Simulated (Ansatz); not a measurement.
Start from `[Cl][Zr]([Cl])([Cl])[Cl]` and change one element to get `[Cl][Hf]([Cl])([Cl])[Cl]`.

Ansatz, PBE0-D4/def2-TZVP geometries, multiplicity 1. 

Elements past krypton have def2 core potentials.

| property | `[Cl][Zr]([Cl])([Cl])[Cl]` |
| --- | --- |
| zero-point energy (PBE0-D4/def2-TZVP) / kJ/mol | 13.1 |
| HOMO energy (PBE0/def2-TZVPP) / eV | -9.72 |
| LUMO energy (ωB97M-V/def2-TZVPP) / eV | -0.54 |
| LUMO energy (PBE0/def2-TZVPP) / eV | -2.65 |
| size of the dipole moment (PBE/def2-TZVPP) / D | 0.00 |
| ideal-gas entropy at 298 K and 1 bar (rigid rotor, harmonic PBE0-D4/def2-TZVP) / J/(mol·K) | 369 |

(1) What does the change do to each property? (An estimate is asked.)

Results:

(1) Computed: 
```json
{"property": "zero-point energy (PBE0-D4/def2-TZVP) / kJ/mol", "`[Cl][Hf]([Cl])([Cl])[Cl]`": "12.4", "shift": "-0.7"}
{"property": "HOMO energy (PBE0/def2-TZVPP) / eV", "`[Cl][Hf]([Cl])([Cl])[Cl]`": "-9.71", "shift": "0.01"}
{"property": "LUMO energy (ωB97M-V/def2-TZVPP) / eV", "`[Cl][Hf]([Cl])([Cl])[Cl]`": "0.03", "shift": "0.57"}
{"property": "LUMO energy (PBE0/def2-TZVPP) / eV", "`[Cl][Hf]([Cl])([Cl])[Cl]`": "-2.11", "shift": "0.54"}
{"property": "size of the dipole moment (PBE/def2-TZVPP) / D", "`[Cl][Hf]([Cl])([Cl])[Cl]`": "0.00", "shift": "0.00"}
{"property": "ideal-gas entropy at 298 K and 1 bar (rigid rotor, harmonic PBE0-D4/def2-TZVP) / J/(mol·K)", "`[Cl][Hf]([Cl])([Cl])[Cl]`": "375", "shift": "6"}
```
